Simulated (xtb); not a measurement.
xtb input (GFN2-xTB):

```bash
xtb mol.xyz --gfn 2 --ohess tight --chrg -1 --uhf 0
```
mol.xyz:
```
5

B      0.25490940     0.16110444     0.18112659
Cl     0.02138503     1.98514993    -0.09373281
O      1.64829291    -0.32116222     0.33115660
O     -0.83402919    -0.74322947     0.26246373
H     -1.02211236    -1.00606386    -0.64111882
```

Output:

```
           -------------------------------------------------
          |                Calculation Setup                |
           -------------------------------------------------

           -------------------------------------------------
          |                 G F N 2 - x T B                 |
           -------------------------------------------------

        Reference                      10.1021/acs.jctc.8b01176
      * Hamiltonian:
        H0-scaling (s, p, d)           1.850000    2.230000    2.230000
        zeta-weighting                 0.500000
      * Dispersion:
        s8                             2.700000
        a1                             0.520000
        a2                             5.000000
        s9                             5.000000
      * Repulsion:
        kExp                           1.500000    1.000000
        rExp                           1.000000
      * Coulomb:
        alpha                          2.000000
        third order                    shell-resolved
        anisotropic                    true
        a3                             3.000000
        a5                             4.000000
        cn-shift                       1.200000
        cn-exp                         4.000000
        max-rad                        5.000000

          ...................................................
          :                      SETUP                      :
          :.................................................:
          :  # basis functions                  23          :
          :  # atomic orbitals                  22          :
          :  # shells                           10          :
          :  # electrons                        24          :
          :  max. iterations                   250          :
          :  Hamiltonian                  GFN2-xTB          :
          :  restarted?                      false          :
          :  GBSA solvation                  false          :
          :  PC potential                    false          :
          :  electronic temp.          300.0000000     K    :
          :  accuracy                    1.0000000          :
          :  -> integral cutoff          0.2500000E+02      :
          :  -> integral neglect         0.1000000E-07      :
          :  -> SCF convergence          0.1000000E-05 Eh   :
          :  -> wf. convergence          0.1000000E-03 e    :
          :  Broyden damping             0.4000000          :
          :  net charge                         -1          :
          :  unpaired electrons                  0          :
          ...................................................

 iter      E             dE          RMSdq      gap      omega  full diag
   1    -14.3374216 -0.143374E+02  0.109E+01    8.97       0.0  T
   2    -14.5583980 -0.220976E+00  0.900E+00    2.84       1.0  T
   3    -14.7143379 -0.155940E+00  0.468E+00    5.36       1.0  T
   4    -14.7299000 -0.155621E-01  0.189E+00    4.04       1.0  T
   5    -14.7468871 -0.169871E-01  0.848E-01    4.83       1.0  T
   6    -14.7486941 -0.180701E-02  0.299E-01    4.64       1.0  T
[...]
   full:        0.258       3.189      -8.465      -3.263       3.229       8.207

           -------------------------------------------------
          |                Geometry Summary                 |
           -------------------------------------------------

      molecular mass/u    :       79.2707162
   center of mass at/Å    :        0.1722739       0.5420516      -0.0108829
  moments of inertia/u·Å² :        0.5108723E+02   0.1212515E+03   0.1723388E+03
rotational constants/cm⁻¹ :        0.3299774E+00   0.1390303E+00   0.9781684E-01

 * 3 selected distances

     #   Z          #   Z                                           value/Å
     1   5 B        3   8 O                                       1.2245000
     1   5 B        4   8 O                                       1.3631126 (max)
     4   8 O        5   1 H                                       0.9575126 (min)

 * 2 distinct bonds (by element types)

   Z      Z             #   av. dist./Å        max./Å        min./Å
   1 H    8 O           1     0.9575126     0.9575126     0.9575126
   5 B    8 O           2     1.2938063     1.3631126     1.2245000

           -------------------------------------------------
          |               Frequency Printout                |
           -------------------------------------------------
 projected vibrational frequencies (cm⁻¹)
eigval :       -0.00    -0.00     0.00     0.00     0.00     0.00
eigval :      170.74   280.93   391.74   416.36   502.79   906.80
eigval :      977.09  1873.03  3611.82
 reduced masses (amu)
   1: 15.57   2: 17.78   3: 30.46   4: 33.80   5: 22.66   6: 15.39   7: 22.11   8: 19.99
   9: 13.56  10:  2.74  11: 11.38  12: 14.33  13:  3.70  14: 12.45  15:  1.88
 IR intensities (km·mol⁻¹)
   1:  0.58   2:  5.74   3:  8.44   4:  8.73   5: 12.55   6: 10.74   7: 66.38   8: 38.92
   9:175.54  10: 47.84  11:167.62  12:144.20  13:533.74  14:610.82  15:  3.66
 Raman intensities (Ä⁴*amu⁻¹)
   1:  0.00   2:  0.00   3:  0.00   4:  0.00   5:  0.00   6:  0.00   7:  0.00   8:  0.00
   9:  0.00  10:  0.00  11:  0.00  12:  0.00  13:  0.00  14:  0.00  15:  0.00
 output can be read by thermo (or use thermo option).
 writing <g98.out> molden fake output.
 recommended (thermochemical) frequency scaling factor: 1.0
Molecule has the following symmetry elements: (sigma)
It seems to be the Cs point group
           -------------------------------------------------
          |             Thermodynamic Functions             |
           -------------------------------------------------

cs  symmetry found (for desy threshold:  0.10E+00) used in thermo

          ...................................................
          :                      SETUP                      :
          :.................................................:
          :  # frequencies                           9      :
          :  # imaginary freq.                       0      :
          :  linear?                             false      :
          :  only rotor calc.                    false      :
          :  symmetry                               cs      :
          :  rotational number                       1      :
          :  scaling factor                  1.0000000      :
          :  rotor cutoff                   50.0000000 cm⁻¹ :
          :  imag. cutoff                  -20.0000000 cm⁻¹ :
          :.................................................:

    mode    ω/cm⁻¹     T·S(HO)/kcal·mol⁻¹    T·S(FR)/kcal·mol⁻¹   T·S(vib)
   ------------------------------------------------------------------------
       1    170.74    -0.72369 ( 99.27%)    -0.69247 (  0.73%)    -0.72347
       2    280.93    -0.45557 ( 99.90%)    -0.54505 (  0.10%)    -0.45566
   ------------------------------------------------------------------------

   temp. (K)  partition function   enthalpy   heat capacity  entropy
                                   cal/mol     cal/K/mol   cal/K/mol   J/K/mol
 298.15  VIB   3.66                 1242.350      8.660      6.745
         ROT  0.789E+05              888.752      2.981     25.390
         INT  0.289E+06             2131.103     11.641     32.135
         TR   0.683E+27             1481.254      4.968     39.008
         TOT                        3612.3567    16.6088    71.1430   297.6622

       T/K    H(0)-H(T)+PV         H(T)/Eh          T*S/Eh         G(T)/Eh
   ------------------------------------------------------------------------
    298.15    0.575666E-02    0.265593E-01    0.338023E-01   -0.724305E-02
   ------------------------------------------------------------------------

         :::::::::::::::::::::::::::::::::::::::::::::::::::::
         ::                  THERMODYNAMIC                  ::
         :::::::::::::::::::::::::::::::::::::::::::::::::::::
         :: total free energy         -14.783603199804 Eh   ::
         ::.................................................::
         :: total energy              -14.776360150634 Eh   ::
         :: zero point energy           0.020802616488 Eh   ::
         :: G(RRHO) w/o ZPVE           -0.028045665658 Eh   ::
         :: G(RRHO) contrib.           -0.007243049170 Eh   ::
         :::::::::::::::::::::::::::::::::::::::::::::::::::::

optimized geometry written to: xtbopt.xyz

           -------------------------------------------------
          | TOTAL ENERGY              -14.776360150634 Eh   |
          | TOTAL ENTHALPY            -14.749800877386 Eh   |
          | TOTAL FREE ENERGY         -14.783603199804 Eh   |
          | GRADIENT NORM               0.000327522023 Eh/α |
          | HOMO-LUMO GAP               7.683205497927 eV   |
           -------------------------------------------------

------------------------------------------------------------------------
------------------------------------------------------------------------
 total:
 SCF:
 ANC optimizer:
 analytical hessian:
Note: The following floating-point exceptions are signalling: IEEE_UNDERFLOW_FLAG IEEE_DENORMAL
normal termination of xtb
```

It need not be the lowest isomer of its formula. Whether it binds its extra electron was not tested at this geometry.
